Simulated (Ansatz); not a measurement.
`C[Si]1(S)CO1`, charge 0, multiplicity 1.

Problem. Give a relaxed structure at PBE0-D4/def2-TZVP (Ansatz 0.2.0). (Best estimate.)

Solution. Ansatz gave: 
Z-matrix (Å, degrees):
```
C
Si 1 1.848
H 1 1.093 2 110.4
H 1 1.092 2 111.0 3 120.0
H 1 1.091 2 109.7 3 -119.7
S 2 2.118 1 108.9 3 -61.3
C 2 1.801 1 125.0 3 138.5
O 2 1.652 1 119.1 3 77.8
H 6 1.344 2 93.6 1 178.0
H 7 1.089 2 122.2 1 160.1
H 7 1.089 2 123.1 1 -3.2
```
This is one stationary point; other conformers may exist.
